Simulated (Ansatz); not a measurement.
`F[SiH2]O[SiH2][SiH3]`. The species carries charge 0 and has multiplicity 1. The structure was optimised at the PBE0-D4/def2-TZVP level. It is one conformer, not always the lowest.

```xyz
12

F    -1.526    2.132    1.466
Si   -1.789    1.251    0.165
O    -0.415    1.090   -0.671
Si    1.060    0.358   -0.757
Si    1.056   -1.700    0.367
H    -2.773    1.965   -0.672
H    -2.267   -0.072    0.629
H     2.082    1.263   -0.166
H     1.380    0.164   -2.195
H     0.070   -2.633   -0.242
H     2.413   -2.306    0.275
H     0.709   -1.511    1.802
```

Question: What is the dipole moment at r2SCAN/def2-TZVPP? (Best estimate.)

Answer: Ansatz gave: 1.16 D, with components (0.08, -0.87, -0.76) D in this frame, pointing from negative to positive charge.

Question: And with PBE, B3LYP, ωB97M-V? (Estimate.)

Answer: Ansatz gave: PBE 1.13 D, B3LYP 1.22 D, ωB97M-V 1.20 D.

Question: Give the Mulliken charges with r2SCAN, B3LYP, ωB97M-V in def2-TZVPP. (Estimate.)

Answer: The calculation gave: 
```json
{"atom": "F1", "r2SCAN": "-0.32", "B3LYP": "-0.32", "ωB97M-V": "-0.31"}
{"atom": "Si2", "r2SCAN": "0.68", "B3LYP": "0.66", "ωB97M-V": "0.57"}
{"atom": "O3", "r2SCAN": "-0.41", "B3LYP": "-0.38", "ωB97M-V": "-0.38"}
{"atom": "Si4", "r2SCAN": "0.40", "B3LYP": "0.38", "ωB97M-V": "0.29"}
{"atom": "Si5", "r2SCAN": "0.14", "B3LYP": "0.13", "ωB97M-V": "0.02"}
{"atom": "H6", "r2SCAN": "-0.09", "B3LYP": "-0.08", "ωB97M-V": "-0.04"}
{"atom": "H7", "r2SCAN": "-0.09", "B3LYP": "-0.09", "ωB97M-V": "-0.05"}
{"atom": "H8", "r2SCAN": "-0.07", "B3LYP": "-0.07", "ωB97M-V": "-0.03"}
{"atom": "H9", "r2SCAN": "-0.07", "B3LYP": "-0.07", "ωB97M-V": "-0.03"}
{"atom": "H10", "r2SCAN": "-0.06", "B3LYP": "-0.05", "ωB97M-V": "-0.01"}
{"atom": "H11", "r2SCAN": "-0.06", "B3LYP": "-0.05", "ωB97M-V": "-0.02"}
{"atom": "H12", "r2SCAN": "-0.05", "B3LYP": "-0.05", "ωB97M-V": "-0.01"}
```

B3LYP here is the variant with VWN-RPA as its local correlation; programs differ in this.
